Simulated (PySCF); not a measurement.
A made-up structure of SiH$_{4}$SeO, singlet:

| atom | x (Å) | y (Å) | z (Å) |
| --- | --- | --- | --- |
| O1 | -1.9343 | -0.3511 | 0.7233 |
| Se2 | -0.2708 | -0.7575 | 1.3320 |
| Si3 | 0.8893 | 0.3182 | -0.3155 |
| H4 | -2.2046 | -1.0910 | 0.1699 |
| H5 | 0.5845 | -0.2707 | -1.6446 |
| H6 | 0.3869 | -0.9731 | 2.6740 |
| H7 | 2.3172 | 0.0979 | 0.0338 |

It is relaxed with PBE-D4/def2-SVP and then PBE0-D4/def2-TZVP (PySCF 2.14 with density fitting (its default auxiliary sets; JK sets also for MP2 and CCSD(T))). Atoms count as bonded within 1.22 times the sum of their covalent radii (H–H: 0.88 Å). The end point is not checked to be a true minimum.

(1) Does its bonding change? (A judgement: the text doesn't fix the answer.)

Results:

(1) Computed: No: no bond forms or breaks.

Where it ends: The first stage lowers the energy by 2.18 eV in 27 steps. It ends as SiH₄SeO ([OH][SeH][SiH2]):
O1  (-1.928, -0.550, 0.506)
Se2  (-0.219, -1.124, 0.578)
Si3  (1.028, 0.809, -0.085)
H4  (-2.488, -1.335, 0.482)
H5  (1.454, 0.012, -1.310)
H6  (-0.036, -0.920, 2.030)
H7  (2.032, 0.122, 0.848)
(Å)

Labels in which every atom is bracketed show which atoms are joined, not bond orders.

For scale, one of the runs: PBE0-D4/def2-TZVP relaxation, 140 basis functions, launched by `OMP_NUM_THREADS=2 python run.py`. The run took 97 s on 2 CPU threads of a Oxide Virtual Turin-like (shared host), with 1.3 GiB of host memory at its peak.
